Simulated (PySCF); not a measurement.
A mixed set of molecules. Level of theory: TDDFT CAM-B3LYP/def2-SVPD, vertical, gas phase, core orbitals frozen in the response in PySCF. Geometries: GFN2-xTB; one conformer of each isolated species. Triplets are in the Tamm–Dancoff approximation. Ions are computed without counter-ions or solvent.

Question: Rank by computed HOMO energy, highest first.
A. `CC[Si+](C)C`
B. `O1[Si@@H](O[SiH3])C(=C)C1`
C. `NC(=O)CO`
D. `C(#N)/C=C(/CC#N)Cl`
E. `C=NC[C@@H]1CC[C@@H]1F`
F. `FC1=CCC[P@H]1=S`

Answer: F (-8.05 eV), E (-8.66 eV), B (-9.11 eV), C (-9.44 eV), D (-9.74 eV), A (-15.04 eV).

| SMILES | HOMO (eV) | f (S1) | S1 (eV) | first f ≥ 0.01 (nm) | gap (eV) | S1 mainly |
| --- | --- | --- | --- | --- | --- | --- |
| FC1=CCC[P@H]1=S | -8.05 | 0.017 | 5.29 | 234 | 8.34 | H-1→L (89%) |
| C=NC[C@@H]1CC[C@@H]1F | -8.66 | 0.002 | 4.93 | 169 | 9.46 | H→L (90%) |
| C=C1CO[Si@H]1O[SiH3] | -9.11 | 0.004 | 6.05 | 185 | 9.54 | H-1→L (74%) |
| NC(=O)CO | -9.44 | 0.000 | 6.10 | 170 | 10.37 | H-1→L+1 (94%) |
| N#C/C=C(\Cl)CC#N | -9.74 | 0.348 | 5.88 | 211 | 8.61 | H→L (94%) |
| CC[Si+](C)C | -15.04 | 0.006 | 4.79 | 182 | 8.53 | H→L (96%) |

H and L stand for HOMO and LUMO.

- `FC1=CCC[P@H]1=S`: Löwdin shares by element: HOMO sulfur 74%, phosphorus 17%, carbon 4% or more; LUMO carbon 54% or more, phosphorus 13%, sulfur 7% (atoms not listed hold the other 26%).
- `C=NC[C@@H]1CC[C@@H]1F`: Löwdin shares by element: HOMO nitrogen 56%, carbon 23% or more, hydrogen 6% or more; LUMO carbon 32% or more, nitrogen 29%, hydrogen 16% or more (atoms not listed hold the other 23%).
- `C=C1CO[Si@H]1O[SiH3]`: Löwdin shares by element: HOMO carbon 67%, oxygen 8% or more (atoms not listed hold the other 24%); LUMO carbon 56%, silicon 12% or more (atoms not listed hold the other 32%).
- `NC(=O)CO`: Löwdin shares by element: HOMO oxygen 58% or more, nitrogen 12%, carbon 11% or more, hydrogen 5% or more; LUMO carbon 26%, hydrogen 25% or more, nitrogen 15% (atoms not listed hold the other 33%).
- `N#C/C=C(\Cl)CC#N`: Löwdin shares by element: HOMO carbon 45% or more, chlorine 21%, nitrogen 17% or more (atoms not listed hold the other 17%); LUMO carbon 65% or more, nitrogen 14% or more (atoms not listed hold the other 20%).
- `CC[Si+](C)C`: Löwdin shares by element: HOMO carbon 45% or more, silicon 17%, hydrogen 10% or more (atoms not listed hold the other 28%); LUMO silicon 52%, carbon 32% or more (atoms not listed hold the other 16%).
